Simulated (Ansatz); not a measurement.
Geometry optimisation, RKS r2SCAN-D4/def2-SVP (Ansatz).

The input (input.yaml):

```yaml
crystal:
  periodic: [false, false, false]
  atoms:
    - { symbol: B, position_ang: [0.03652, -0.180542, 0.238147] }
    - { symbol: "N", position_ang: [0.094015, -0.321988, 1.708624] }
    - { symbol: H, position_ang: [-0.710186, -0.576465, 2.270012] }
    - { symbol: H, position_ang: [0.972652, -0.328857, 2.215546] }
    - { symbol: C, position_ang: [1.344102, 0.018529, -0.597314] }
    - { symbol: H, position_ang: [1.582785, -0.937762, -1.096887] }
    - { symbol: H, position_ang: [1.206677, 0.754895, -1.403093] }
    - { symbol: H, position_ang: [2.222399, 0.312487, 0.000141] }
    - { symbol: H, position_ang: [-1.059863, -0.302957, -0.253242] }
    - { symbol: Cl, position_ang: [-0.40175, 2.851879, 0.430449] }
    - { symbol: H, position_ang: [-0.23325, 1.87298, 1.322919] }
basis:
  gaussian: { orbitals: def2-SVP }
hamiltonian:
  xc: r2scan
  dispersion: d4
relax:
  f_tol: 0.03
  max_steps: 50
```

Launched with:

```bash
$ ansatz run input.yaml --threads 4 --pin off --max-ram 5120MiB --backend cpu --events-out ev --progress --plain --runs-dir out
```

Problem. Where does it end, and by what steps?

Solution. The run converged. The force dipped under the threshold on the way, but the program's further checks kept it going. After 12 steps the energy has fallen by 0.188 eV; Cl10 moved furthest, 0.57 Å.

| step | energy less start (eV) | largest force component (eV/Å) | accepted |
| --- | --- | --- | --- |
| 0 | 0.0000 | 2.157 | yes |
| 1 | -0.0967 | 1.131 | yes |
| 2 | -0.1501 | 0.751 | yes |
| 3 | -0.1648 | 0.843 | yes |
| 4 | -0.1811 | 0.280 | yes |
| 5 | -0.1845 | 0.199 | yes |
| 6 | -0.1856 | 0.097 | yes |
| 7 | -0.1861 | 0.026 | yes |
| 8 | -0.1867 | 0.081 | yes |
| 9 | -0.1870 | 0.072 | yes |
| 10 | -0.1873 | 0.069 | yes |
| 11 | -0.1873 | 0.062 | yes |
| 12 | -0.1876 | 0.020 | yes |

```xyz
11
Properties=species:S:1:pos:R:3
B 0.081 -0.322 0.212
N 0.068 -0.152 1.612
H -0.743 -0.356 2.187
H 0.914 0.006 2.153
C 1.383 -0.107 -0.629
H 1.587 -0.990 -1.258
H 1.229 0.727 -1.337
H 2.284 0.114 -0.034
H -0.976 -0.610 -0.306
Cl -0.474 3.055 0.960
H -0.298 1.797 1.275
```

Run time: 22 s on 4 threads of Arm Neoverse V1, on a shared host, peak memory 0.17 GiB.
